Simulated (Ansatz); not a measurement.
Geometry optimisation, RKS PBE0-D4/def2-SVP in Ansatz.

The input (input.yaml):

```yaml
crystal:
  periodic: [false, false, false]
  atoms:
    - { symbol: "N", position_ang: [0.101, -1.9654, 0.1275] }
    - { symbol: C, position_ang: [-0.6098, -0.7519, 0.7278] }
    - { symbol: Si, position_ang: [0.0968, 0.875, 0.1155] }
    - { symbol: "N", position_ang: [0.3737, 0.893, -1.5638] }
    - { symbol: O, position_ang: [-0.7413, 2.232, 0.3911] }
    - { symbol: Cl, position_ang: [1.9797, 1.1767, 0.9329] }
    - { symbol: H, position_ang: [-0.4063, -2.7642, 0.4222] }
    - { symbol: H, position_ang: [1.0407, -1.9907, 0.4795] }
    - { symbol: H, position_ang: [-1.6636, -0.7582, 0.5034] }
    - { symbol: H, position_ang: [-0.5357, -0.82, 1.8424] }
    - { symbol: H, position_ang: [1.1798, 1.3292, -1.7482] }
    - { symbol: H, position_ang: [0.4451, -0.0868, -1.814] }
    - { symbol: H, position_ang: [-1.2396, 2.5965, -0.4014] }
basis:
  gaussian: { orbitals: def2-SVP }
hamiltonian:
  xc: pbe0
  dispersion: d4
relax:
  f_tol: 0.015
  max_steps: 40
```

Command:

```bash
$ ansatz run input.yaml --threads 2 --pin off --max-ram 3072MiB --backend cpu --events-out ev --progress --plain --runs-dir out
```

**Question.** Where does it end, and by what steps?

**Answer.** The forces met the threshold. After 12 steps the energy has fallen by 0.707 eV; H11 moved furthest, 0.43 Å.

```
step  energy less start (eV)  largest force component (eV/Å)  accepted
   0                  0.0000                           4.184       yes
   1                 -0.5981                           1.059       yes
   2                 -0.6663                           0.533       yes
   3                 -0.6871                           0.435       yes
   4                 -0.6920                           0.341       yes
   5                 -0.7013                           0.252       yes
   6                 -0.7057                           0.083       yes
   7                 -0.7064                           0.038       yes
   8                 -0.7066                           0.057       yes
   9                 -0.7069                           0.017       yes
  10                 -0.7071                           0.030       yes
  11                 -0.7072                           0.019       yes
  12                 -0.7072                           0.006       yes
```

```xyz
13
Properties=species:S:1:pos:R:3
N 0.164 -1.841 0.192
C -0.624 -0.721 0.690
Si 0.184 0.865 0.111
N 0.346 0.734 -1.588
O -0.615 2.253 0.536
Cl 1.998 0.991 1.133
H -0.267 -2.732 0.433
H 1.084 -1.839 0.631
H -1.627 -0.750 0.229
H -0.787 -0.692 1.788
H 0.946 1.363 -2.110
H 0.460 -0.228 -1.903
H -1.240 2.562 -0.127
```

Whether the end is a true minimum wasn't checked by a vibrational analysis.

Time of the run: 62 s on 2 threads of Arm Neoverse V2, with other jobs on the host, peak memory 0.32 GiB.
